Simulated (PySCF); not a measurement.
## How methods differ on the ionisation energy of Co

Co [Ar] 3d7 4s2 (4F) → Co⁺ [Ar] 3d8 (3F), as a difference of total energies. Computed with PySCF 2.14 in cc-pVTZ-DK (7s6p4d2f1g, 68 functions), with scalar relativity by spin-free X2C-1e. Correlated levels: valence: [Ar] frozen. The calculations carry no spin-orbit coupling.

```tsv
method	ionisation energy (eV)
UHF	8.295
PBE0	7.870
M06-2X	8.232
MP2 (valence)	7.371
SCS-MP2 (valence)	7.396
```

Question: How much does correlation contribute at MP2 (valence)?

Answer: 7.371 − (8.295) = -0.924 eV, measured against UHF.

Errors of the correlated levels include the incompleteness of this basis and the frozen core.

MP2 underrates the near-degeneracy of ns² with np² in the lower species.

For comparison: 7.869 eV (measured; NIST levels, between the centres of gravity of the two terms).
